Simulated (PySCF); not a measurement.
H5P2, charge +1. Atoms are numbered in the order given.

```xyz
7

P      1.1749    -0.1158     0.0000
P     -1.0223     0.0041     0.0000
H      1.2218     0.8663     1.0430
H      1.2218     0.8663    -1.0430
H     -1.5511    -0.6699    -1.1237
H     -1.5511    -0.6699     1.1237
H     -1.6291     1.2832     0.0000
```
Charge +1, spin multiplicity 1.

Geometry optimised at PBE-D3(BJ)/def2-TZVP. The isomer is the one that the SMILES or the coordinates give; other isomers of the formula were not compared.

All values below come from PBE/def2-TZVPD (PySCF).

Symmetry labels are those of the subgroup Cs that the program uses (full group Cs).

Computed valence orbital energies around the gap with their symmetry:
| orbital | symmetry | energy (eV) |
|---|---|---|
| HOMO−7 | A' | -129.22 |
| HOMO−6 | A' | -23.92 |
| HOMO−5 | A' | -21.15 |
| HOMO−4 | A" | -16.87 |
| HOMO−3 | A' | -16.78 |
| HOMO−2 | A' | -15.17 |
| HOMO−1 | A" | -15.11 |
| HOMO | A' | -12.87 |
| LUMO | A' | -7.42 |
| LUMO+1 | A" | -6.55 |
| LUMO+2 | A' | -6.33 |
| LUMO+3 | A' | -6.14 |
